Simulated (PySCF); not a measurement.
Structure elucidation problem

The spectra below were simulated for a compound C6H5F3O.

¹H NMR (400 MHz, computed): δ 7.80 (s, 2H), 6.07 (m, 1H), 5.82 (m, 1H), 5.46 (m, 1H).

¹³C{¹H} NMR (computed): δ 146.5 (CH), 131.8 (C), 130.6 (CH, 2C), 125.2 (CH2), 65.1 (C).

PySCF 2.14.0 with density-fitted response routines calculation with shieldings: GIAO PBE0/pcSseg-1 and geometry from GFN2-xTB; relativity neglected, no solvent, one conformer, fast rotation and ring inversion assumed for equivalent nuclei.

Referencing at the same level of theory: ¹H (31.72 ppm) and ¹³C (186.93 ppm) vs TMS.

Which of these isomers gave the spectra?
A. C=C1C[C@H]1C(=O)C(F)(F)F
B. FC(F)(F)Cc1ccoc1
C. C=C1OC(C)=C1C(F)(F)F
D. C=CC1(OC(F)(F)F)C=C1
E. C=C1OC(C(F)F)=C1CF

## Answers

D. 

1. The formula gives 3 degrees of unsaturation (1 ring in the answer).
2. 5 carbon signals for 6 carbons: some carbons are equivalent by symmetry or fast rotation.
3. Carbon types of the structure: 2 × C, 3 × CH, 1 × CH2, which accounts for all hydrogens.
4. δC 146.5, 130.6: alkene CH; an sp2 carbon of a C=C bond.
5. δC 131.8: CF3 carbon; 4 electronegative neighbours deshield it.
6. δC 125.2: terminal =CH2 carbon; the olefinic region.
7. δC 65.1: three-membered-ring carbon; deshielded by the electronegative neighbour.
8. δH 6.07, 5.82: hydrogen on a terminal =CH2 carbon; attached to an sp2 carbon and in the plane of the double bond.

The others: C=C1OC(C)=C1C(F)(F)F would give 6 carbon signals, not 5; C=C1C[C@H]1C(=O)C(F)(F)F would give 6 carbon signals, not 5; C=C1OC(C(F)F)=C1CF would give 6 carbon signals, not 5; FC(F)(F)Cc1ccoc1 would give 6 carbon signals, not 5.

Splittings by ¹⁹F in the carbon and heteronuclear signals aren't shown, as no couplings were computed. Shifts are as computed. Against solution values, carbons near 30 ppm lie about +3 ppm off and those near 130 ppm about +5 ppm. Of 1211 compounds with measured shifts, 218 miss one by over three times the rms of a fit or turn the order of signals round; such compounds aren't used in these exercises. Multiplicities follow the n + 1 count of equivalent neighbours, as no J values were calculated; m marks all less simple cases, F and P coupling included.
